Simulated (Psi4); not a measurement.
Pair of molecules, SMILES [CH3][Zn][CH3] with SMILES O (the first has 9 atoms); geometry from GFN2-xTB, rigid monomers moved along the line of their centres of mass till Zn2···O10 is 3.28 Å.
(charge 0, multiplicity 1):
```xyz
12

C     -0.062     2.082    -0.208
Zn    -0.004     0.060     0.107
C      0.091    -1.982    -0.023
H      0.799     2.575     0.238
H     -0.946     2.529     0.240
H     -0.070     2.356    -1.259
H     -0.706    -2.456     0.547
H      1.030    -2.360     0.375
H      0.011    -2.353    -1.041
O     -0.093     0.194     3.381
H     -0.128     0.985     3.923
H     -0.082    -0.571     3.961
```

These are SAPT0/aug-cc-pVDZ run with Psi4 values and carry that method's errors.

Which attractive term is largest, and how does the interaction split up?

electrostatics -3.73, exchange 1.00, induction -0.59, dispersion -1.08, total -4.40 kcal/mol; the largest attraction is electrostatics.
